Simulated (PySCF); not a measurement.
Structure with atom numbers: `[CH2:1]=[CH:2][P:3]([CH3:4])[C:5](=[O:6])[O:7][CH3:8]` (H(Xn): hydrogen on atom n). Ha(C1) is cis to P3; Hb(C1) is trans to P3.

How the numbers were obtained: coordinates at the GFN2-xTB level, PBE0/pcSseg-1 with gauge-including orbitals, in PySCF 2.14.0 with density-fitted response routines (gas phase, fast rotation and ring inversion assumed for equivalent nuclei, no relativistic terms, one conformer).

Chemical shifts δ = σref − σ; 13C (σref 186.93), 1H (σref 31.72) vs TMS; 31P (σref 318.38) against H3PO4; 17O (σref 336.08) against H2O, all at this level.

```json
{"atoms": "H(C2)", "nucleus": "1H", "count": "1", "δ (ppm)": "7.05"}
{"atoms": "C5", "nucleus": "13C", "count": "1", "δ (ppm)": "?"}
{"atoms": "C8", "nucleus": "13C", "count": "1", "δ (ppm)": "?"}
{"atoms": "C1", "nucleus": "13C", "count": "1", "δ (ppm)": "125.7"}
{"atoms": "C2", "nucleus": "13C", "count": "1", "δ (ppm)": "148.7"}
{"atoms": "C4", "nucleus": "13C", "count": "1", "δ (ppm)": "10.0"}
{"atoms": "H(C8)", "nucleus": "1H", "count": "3", "δ (ppm)": "?"}
{"atoms": "O6", "nucleus": "17O", "count": "1", "δ (ppm)": "460.1"}
{"atoms": "H(C4)", "nucleus": "1H", "count": "3", "δ (ppm)": "1.47"}
{"atoms": "P3", "nucleus": "31P", "count": "1", "δ (ppm)": "-33.4"}
{"atoms": "Ha(C1)", "nucleus": "1H", "count": "1", "δ (ppm)": "5.51"}
{"atoms": "Hb(C1)", "nucleus": "1H", "count": "1", "δ (ppm)": "5.92"}
{"atoms": "O7", "nucleus": "17O", "count": "1", "δ (ppm)": "?"}
```

Problem. Complete the table.

Solution. 
- C5: 187.2 ppm, carbonyl carbon
- C8: 53.7 ppm, methyl carbon bonded to O; the inductive effect lowers its shielding
- H(C8): 3.93 ppm, hydrogen on a methyl carbon bonded to O; its carbon carries O, which withdraws density
- O7: 196.9 ppm, ester alkoxy oxygen

Shifts are as computed. Against solution values, carbons near 30 ppm lie about +3 ppm off and those near 130 ppm about +5 ppm. Of 1211 compounds with measured shifts, 218 miss one by over three times the rms of a fit or turn the order of signals round; such compounds aren't used in these exercises. Unscaled 17O shifts of doubly bonded oxygen tend to come out too high, by tens of ppm or more. Experimental scales use liquid or dissolved standards, which lie at an offset from isolated H2O (liquid H2O: subtract about 36 ppm) and H3PO4.
